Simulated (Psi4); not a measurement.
A run for Psi4: SAPT0/aug-cc-pVDZ on H5NOSe (a complex).

```
memory 1837 MB

molecule dimer {
0 1
N    -1.07292101    0.40476374    0.50212133
Se    0.39155693   -0.45012421   -0.29184315
H    -1.14490648    1.36278812    0.18172996
H    -1.93319109   -0.08622279    0.29239135
H    -0.03128953   -0.39510186   -1.71329138
--
0 1
O    -0.20334475    0.36879315    3.33454902
H    -0.57861807    0.39414759    2.43657248
H    -0.30254400   -0.54208215    3.62688621
units angstrom
symmetry c1
no_reorient
no_com
}

set {
  basis aug-cc-pVDZ
  scf_type df
  freeze_core true
}

energy('sapt0')
```

Program output:

```
[...]
==> Input File <==

--------------------------------------------------------------------------
memory 1837 MB

molecule dimer {
0 1
N    -1.07292101    0.40476374    0.50212133
Se    0.39155693   -0.45012421   -0.29184315
H    -1.14490648    1.36278812    0.18172996
H    -1.93319109   -0.08622279    0.29239135
H    -0.03128953   -0.39510186   -1.71329138
--
0 1
O    -0.20334475    0.36879315    3.33454902
H    -0.57861807    0.39414759    2.43657248
H    -0.30254400   -0.54208215    3.62688621
units angstrom
symmetry c1
no_reorient
no_com
}

set {
  basis aug-cc-pVDZ
  scf_type df
  freeze_core true
}

energy('sapt0')
--------------------------------------------------------------------------


   => Loading Basis Set <=

    Name: AUG-CC-PVDZ
    Role: ORBITAL
    Keyword: BASIS
    atoms 1        entry N          line   218 file aug-cc-pvdz.gbs
    atoms 2        entry SE         line  3217 file aug-cc-pvdz.gbs
    atoms 3-5, 7-8 entry H          line    40 file aug-cc-pvdz.gbs
    atoms 6        entry O          line   254 file aug-cc-pvdz.gbs

   => Loading Basis Set <=

    Name: AUG-CC-PVDZ
    Role: ORBITAL
    Keyword: BASIS
    atoms 1        entry N          line   218 file aug-cc-pvdz.gbs
    atoms 2        entry SE         line  3217 file aug-cc-pvdz.gbs
    atoms 3-5, 7-8 entry H          line    40 file aug-cc-pvdz.gbs
    atoms 6        entry O          line   254 file aug-cc-pvdz.gbs


  //>>>>>>>>>>>>>>>>>>>>>>>>>>>>>>>>>>>//
  //              Dimer HF             //
  //<<<<<<<<<<<<<<<<<<<<<<<<<<<<<<<<<<<//

   => Libint2 <=

    Primary   basis highest AM E, G, H:  7, 6, 3
    Auxiliary basis highest AM E, G, H:  7, 7, 4
    Onebody   basis highest AM E, G, H:  -, -, -
    Solid Harmonics ordering:            Gaussian


   => Loading Basis Set <=

    Name: AUG-CC-PVDZ
    Role: ORBITAL
    Keyword: BASIS
    atoms 1        entry N          line   218 file aug-cc-pvdz.gbs
    atoms 2        entry SE         line  3217 file aug-cc-pvdz.gbs
    atoms 3-5, 7-8 entry H          line    40 file aug-cc-pvdz.gbs
    atoms 6        entry O          line   254 file aug-cc-pvdz.gbs


         ---------------------------------------------------------
                                   SCF
               by Justin Turney, Rob Parrish, Andy Simmonett
                          and Daniel G. A. Smith
                              RHF Reference
                        1 Threads,   1751 MiB Core
         ---------------------------------------------------------

  ==> Geometry <==

    Molecular point group: c1
    Full point group: C1

    Geometry (in Angstrom), charge = 0, multiplicity = 1:

       Center              X                  Y                   Z               Mass
    ------------   -----------------  -----------------  -----------------  -----------------
         N           -1.072921010000     0.404763740000     0.502121330000    14.003074004430
         SE           0.391556930000    -0.450124210000    -0.291843150000    79.916521800000
         H           -1.144906480000     1.362788120000     0.181729960000     1.007825032230
         H           -1.933191090000    -0.086222790000     0.292391350000     1.007825032230
         H           -0.031289530000    -0.395101860000    -1.713291380000     1.007825032230
         O           -0.203344750000     0.368793150000     3.334549020000    15.994914619570
         H           -0.578618070000     0.394147590000     2.436572480000     1.007825032230
         H           -0.302544000000    -0.542082150000     3.626886210000     1.007825032230

  Running in c1 symmetry.

  Rotational constants: A =      0.36787  B =      0.07413  C =      0.06405 [cm^-1]
  Rotational constants: A =  11028.41360  B =   2222.29705  C =   1920.27492 [MHz]
  Nuclear repulsion =  178.625826647710227

  Charge       = 0
  Multiplicity = 1
  Electrons    = 54
  Nalpha       = 27
  Nbeta        = 27

  ==> Algorithm <==

  SCF Algorithm Type is DF.
  DIIS enabled.
  MOM disabled.
  Fractional occupation disabled.
  Guess Type is SAD.
  Energy threshold   = 1.00e-08
  Density threshold  = 1.00e-08
  Integral threshold = 1.00e-12

  ==> Primary Basis <==

  Basis Set: AUG-CC-PVDZ
    Blend: AUG-CC-PVDZ
    Number of shells: 57
    Number of basis functions: 127
    Number of Cartesian functions: 134
    Spherical Harmonics?: true
    Max angular momentum: 2

   => Loading Basis Set <=

    Name: (AUG-CC-PVDZ AUX)
    Role: JKFIT
    Keyword: DF_BASIS_SCF
    atoms 1        entry N          line   212 file aug-cc-pvdz-jkfit.gbs
    atoms 2        entry SE         line  1269 file aug-cc-pvdz-jkfit.gbs
    atoms 3-5, 7-8 entry H          line    70 file aug-cc-pvdz-jkfit.gbs
    atoms 6        entry O          line   270 file aug-cc-pvdz-jkfit.gbs

  ==> Integral Setup <==

  DFHelper Memory: AOs need 0.067 GiB; user supplied 1.283 GiB.
  SCF_SUBTYPE=INCORE selected. In-core MEM_DF algorithm will be used.
  Using in-core AOs.

  ==> MemDFJK: Density-Fitted J/K Mat
[...]
     37.6654344308715068
    Total Energy =                        -76.0407203475396898

Computation Completed


Properties will be evaluated at   0.000000,   0.000000,   0.000000 [a0]

Properties computed using the SCF density matrix


 Multipole Moments:

 ------------------------------------------------------------------------------------
     Multipole            Electronic (a.u.)      Nuclear  (a.u.)        Total (a.u.)
 ------------------------------------------------------------------------------------

 L = 1.  Multiply by 2.5417464519 to convert [e a0] to [Debye]
 Dipole X            :          4.4229499           -4.7392821           -0.3163322
 Dipole Y            :         -5.8884043            5.2957886           -0.5926157
 Dipole Z            :        -62.2723208           61.8693515           -0.4029693
 Magnitude           :                                                    0.7833541

 ------------------------------------------------------------------------------------

  Constructing Basis Sets for SAPT...

   => Loading Basis Set <=

    Name: (AUG-CC-PVDZ AUX)
    Role: RIFIT
    Keyword: DF_BASIS_SAPT
    atoms 1        entry N          line   158 file aug-cc-pvdz-ri.gbs
    atoms 2        entry SE         line   900 file aug-cc-pvdz-ri.gbs
    atoms 3-5, 7-8 entry H          line    30 file aug-cc-pvdz-ri.gbs
    atoms 6        entry O          line   204 file aug-cc-pvdz-ri.gbs

   => Loading Basis Set <=

    Name: (AUG-CC-PVDZ AUX)
    Role: JKFIT
    Keyword: DF_BASIS_ELST
    atoms 1        entry N          line   212 file aug-cc-pvdz-jkfit.gbs
    atoms 2        entry SE         line  1269 file aug-cc-pvdz-jkfit.gbs
    atoms 3-5, 7-8 entry H          line    70 file aug-cc-pvdz-jkfit.gbs
    atoms 6        entry O          line   270 file aug-cc-pvdz-jkfit.gbs


  //>>>>>>>>>>>>>>>>>>>>>>>>>>>>>>>>>>>//
  //               SAPT0               //
  //<<<<<<<<<<<<<<<<<<<<<<<<<<<<<<<<<<<//



        SAPT0
    Ed Hohenstein
     6 June 2009

      Orbital Information
  --------------------------
    NSO        =       127
    NMO        =       127
    NRI        =       389
    NRI (Elst) =       526
    NOCC A     =        22
    NOCC B     =         5
    FOCC A     =        10
    FOCC B     =         1
    NVIR A     =       105
    NVIR B     =       122

    Elst10,r            =    -0.015269769957 [Eh]
    Exch10              =     0.016065127022 [Eh]
    Exch10 (S^2)        =     0.015889711868 [Eh]

    Maxiter = 50
    CPHF R converge = 1.000000E-08

    Iter     Energy [mEh]          dE [mEh]         Residual      Time [s]
       1      -4.39827540       4.398275403     1.289248e-02             0
       2      -5.45558611       1.057310709     5.921391e-03             0
       3      -5.69723622       0.241650105     1.533182e-03             0
       4      -5.67937599      -0.017860227     4.633683e-04             0
       5      -5.66546182      -0.013914170     1.310488e-04             0
       6      -5.66880665       0.003344829     4.055162e-05             0
       7      -5.66894747       0.000140819     1.423176e-05             0
       8      -5.66873613      -0.000211338     3.934322e-06             0
       9      -5.66875285       0.000016719     1.030135e-06             0
      10      -5.66876218       0.000009330     2.216446e-07             0
      11      -5.66875921      -0.000002966     7.367959e-08             0
      12      -5.66875938       0.000000169     1.741866e-08             0
      13      -5.66875954       0.000000161     3.785584e-09             0

    CHF Iterations converged

    Maxiter = 50
    CPHF R converge = 1.000000E-08

    Iter     Energy [mEh]          dE [mEh]         Residual      Time [s]
       1      -1.45038040       1.450380399     5.216108e-03             0
       2      -1.68697567       0.236595272     1.283470e-03             0
       3      -1.69570824       0.008732572     4.493008e-04             0
       4      -1.69219702      -0.003511222     1.699979e-04             0
       5      -1.69064704      -0.001549975     3.009495e-05             0
       6      -1.69118687       0.000539821     6.016697e-06             0
       7      -1.69111583      -0.000071040     1.464703e-06             0
       8      -1.69112166       0.000005833     3.196610e-07             0
       9      -1.69112278       0.000001120     7.157199e-08             0
      10      -1.69112232      -0.000000459     1.215255e-08             0
      11      -1.69112239       0.000000068     2.408630e-09             0

    CHF Iterations converged

    Ind20,r (A<-B)      =    -0.005668759544 [Eh]
    Ind20,r (B<-A)      =    -0.001691122387 [Eh]
    Ind20,r             =    -0.007359881932 [Eh]
    Exch-Ind20,r (A<-B) =     0.003244081050 [Eh]
    Exch-Ind20,r (B<-A) =     0.001184467748 [Eh]
    Exch-Ind20,r        =     0.004428548798 [Eh]
    Disp20              =    -0.005652722926 [Eh]
    Disp20 (SS)         =    -0.002826361463 [Eh]
    Disp20 (OS)         =    -0.002826361463 [Eh]
    Exch-Disp20         =     0.001038109203 [Eh]
    Exch-Disp20 (SS)    =     0.000646948522 [Eh]
    Exch-Disp20 (OS)    =     0.000391160682 [Eh]

    SAPT Results
  --------------------------------------------------------------------------------------------------------
    Electrostatics                -15.26976996 [mEh]      -9.58192531 [kcal/mol]     -40.09077550 [kJ/mol]
      Elst10,r                    -15.26976996 [mEh]      -9.58192531 [kcal/mol]     -40.09077550 [kJ/mol]

    Exchange                       16.06512702 [mEh]      10.08101940 [kcal/mol]      42.17898519 [kJ/mol]
      Exch10                       16.06512702 [mEh]      10.08101940 [kcal/mol]      42.17898519 [kJ/mol]
      Exch10(S^2)                  15.88971187 [mEh]       9.97094473 [kcal/mol]      41.71843276 [kJ/mol]

    Induction                      -5.05788448 [mEh]      -3.17387043 [kcal/mol]     -13.27947387 [kJ/mol]
      Ind20,r                      -7.35988193 [mEh]      -4.61839564 [kcal/mol]     -19.32336735 [kJ/mol]
      Exch-Ind20,r                  4.42854880 [mEh]       2.77895633 [kcal/mol]      11.62715327 [kJ/mol]
      delta HF,r (2)               -2.12655135 [mEh]      -1.33443112 [kcal/mol]      -5.58325979 [kJ/mol]

    Dispersion                     -4.61461372 [mEh]      -2.89571383 [kcal/mol]     -12.11566666 [kJ/mol]
      Disp20                       -5.65272293 [mEh]      -3.54713719 [kcal/mol]     -14.84122200 [kJ/mol]
      Exch-Disp20                   1.03810920 [mEh]       0.65142336 [kcal/mol]       2.72555534 [kJ/mol]
      Disp20 (SS)                  -2.82636146 [mEh]      -1.77356859 [kcal/mol]      -7.42061100 [kJ/mol]
      Disp20 (OS)                  -2.82636146 [mEh]      -1.77356859 [kcal/mol]      -7.42061100 [kJ/mol]
      Exch-Disp20 (SS)              0.64694852 [mEh]       0.40596633 [kcal/mol]       1.69856311 [kJ/mol]
      Exch-Disp20 (OS)              0.39116068 [mEh]       0.24545703 [kcal/mol]       1.02699223 [kJ/mol]

  Total HF                         -4.26252742 [mEh]      -2.67477634 [kcal/mol]     -11.19126419 [kJ/mol]
  Total SAPT0                      -8.87714114 [mEh]      -5.57049016 [kcal/mol]     -23.30693085 [kJ/mol]

  Special recipe for scaled SAPT0 (see Manual):
    Electrostatics sSAPT0         -15.26976996 [mEh]      -9.58192531 [kcal/mol]     -40.09077550 [kJ/mol]
    Exchange sSAPT0                16.06512702 [mEh]      10.08101940 [kcal/mol]      42.17898519 [kJ/mol]
    Induction sSAPT0               -4.90959192 [mEh]      -3.08081544 [kcal/mol]     -12.89013181 [kJ/mol]
    Dispersion sSAPT0              -4.57985203 [mEh]      -2.87390053 [kcal/mol]     -12.02439984 [kJ/mol]
  Total sSAPT0                     -8.69408688 [mEh]      -5.45562188 [kcal/mol]     -22.82632196 [kJ/mol]
  --------------------------------------------------------------------------------------------------------



*** Psi4 exiting successfully. Buy a developer a beer!
```

The run finished.

Cost: roughly 10 core-seconds.
